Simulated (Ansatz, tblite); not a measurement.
Spin states of Sn₅⁻ (the lowest doublet isomer of a short search), each relaxed with PBE-D4/def2-SVPD in Ansatz. Electronic energies in the gas phase.

In the def2 sets Sn takes a core potential, while STO-3G treats all electrons; there is no spin–orbit coupling. The xTB rows come from tblite. Correlated methods freeze 20 core orbitals; core or outer-core shells of Sn are correlated, in sets that lack core-valence functions. The structure comes from a short search, and lower isomers may exist.

Doublet geometry (C2v within 0.1 Å):

```xyz
5

Sn    1.217   -0.475    1.095
Sn    0.881   -1.566   -1.542
Sn   -1.648   -0.886    0.007
Sn    0.321    1.399   -1.195
Sn   -0.772    1.529    1.634
```

Quartet geometry (C4v within 0.1 Å):

```xyz
5

Sn    0.4307   -1.3383   -1.6593
Sn   -1.4538   -1.4593    0.6969
Sn    1.2948   -0.3225    1.0169
Sn   -1.0774    1.4973    1.1480
Sn    0.8057    1.6228   -1.2025
```

⟨S²⟩: doublet 0.76 at PBE0-D4/def2-TZVPD (pure 0.75), quartet 3.77 at PBE0-D4/def2-TZVPD (pure 3.75).

Only these spin states were relaxed. The quartet has other bonds than the doublet, so the gap mixes isomer and spin.

```
               level  quartet − doublet (kJ/mol)  lowest of these                                                                                        remarks
            GFN1-xTB                       151.0          doublet                                                                                              –
            GFN2-xTB                       138.1          doublet                                                                                              –
           HF/STO-3G                        54.6          doublet  HOMO above zero (doublet), HOMO above zero (quartet), spin-contaminated (⟨S²⟩ 0.93) (doublet)
       HF/def2-TZVPD                        33.5          doublet                                                        spin-contaminated (⟨S²⟩ 0.85) (doublet)
   PBE-D4/def2-TZVPD                        85.1          doublet                                                                                              –
r2SCAN-D4/def2-TZVPD                        77.2          doublet                                                                                              –
  PBE0-D4/def2-TZVPD                        82.8          doublet                                                                                              –
 BHLYP-D4/def2-TZVPD                        76.4          doublet                                                                                              –
      MP2/def2-TZVPD                       132.5          doublet                                                        spin-contaminated (⟨S²⟩ 0.85) (doublet)
```

Change of the quartet − doublet gap on mixing in exact exchange, in kJ/mol: PBE to PBE0 (25 % exact exchange) -2.3.

The xTB methods have no spin-polarisation term.
